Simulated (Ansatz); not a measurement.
Two members of one family (Series BX3), computed with Ansatz in the gas phase. The two geometries come from different levels. Binding counts from free atoms in the multiplicity of their measured ground term, without zero-point energy. The structures are stationary points that may keep the symmetry of their start.

First: BMe3 (singlet, charge 0, r2SCAN-D4/def2-SVP geometry).

```xyz
13

B     0.0031    0.0025    0.0003
C     0.1019    0.0224   -1.5721
H    -0.2001   -0.9649   -1.9699
H     1.1599    0.1311   -1.8777
H    -0.4915    0.7983   -2.0809
C     0.8209   -1.0601    0.8277
H     0.1250   -1.6604    1.4434
H     1.4637   -0.5422    1.5639
H     1.4470   -1.7482    0.2389
C    -0.9204    1.0395    0.7447
H    -0.9468    0.9581    1.8428
H    -1.9542    0.9569    0.3619
H    -0.6087    2.0672    0.4770
```

```csv
level,HOMO (eV),LUMO (eV),gap (eV),binding per atom (eV)
PBE-D4/def2-SVP,-7.00,-1.09,5.91,4.09
B3LYP-D4/6-31G,-8.06,0.01,8.06,3.99
PBE0-D4/def2-SVP,-8.44,-0.09,8.35,4.07
PBE0-D4/def2-TZVP,-8.50,-0.17,8.33,4.03
PBE0-D4/def2-TZVPD,-8.51,-0.20,8.30,4.03
```

Second: B(CH2SiH3)3 (singlet, charge 0, PBE-D4/def2-SVP geometry).

```xyz
22

B    -0.3031   -0.0856    0.0888
C     0.3912   -1.1542    1.0142
Si    2.2866   -1.0038    0.9485
H     0.1517   -0.9698    2.0854
H     0.1252   -2.2043    0.7710
H     2.8054   -1.1132   -0.4595
H     2.7192    0.3273    1.5032
H     2.9295   -2.0910    1.7705
C    -0.3230    1.4265    0.5222
Si   -1.9153    1.7445    1.5121
H     0.5149    1.7190    1.1911
H    -0.3607    2.1270   -0.3400
H    -3.1302    1.4302    0.6804
H    -1.9527    0.8799    2.7448
H    -1.9967    3.1855    1.9430
C    -0.9831   -0.5038   -1.2659
Si    0.2960   -0.5902   -2.6727
H    -1.4489   -1.5119   -1.2295
H    -1.7461    0.2304   -1.6038
H     1.1413    0.6561   -2.7055
H     1.2026   -1.7778   -2.4984
H    -0.4036   -0.7207   -4.0000
```

**Question.** Estimate the same table for the second.

**Answer.** 
| level | HOMO (eV) | LUMO (eV) | gap (eV) | binding per atom (eV) |
| --- | --- | --- | --- | --- |
| PBE-D4/def2-SVP | -7.07 | -1.69 | 5.38 | 3.65 |
| B3LYP-D4/6-31G | -7.99 | -0.60 | 7.39 | 3.48 |
| PBE0-D4/def2-SVP | -8.37 | -0.82 | 7.55 | 3.64 |
| PBE0-D4/def2-TZVP | -8.37 | -0.89 | 7.48 | 3.62 |
| PBE0-D4/def2-TZVPD | -8.37 | -0.94 | 7.43 | 3.62 |
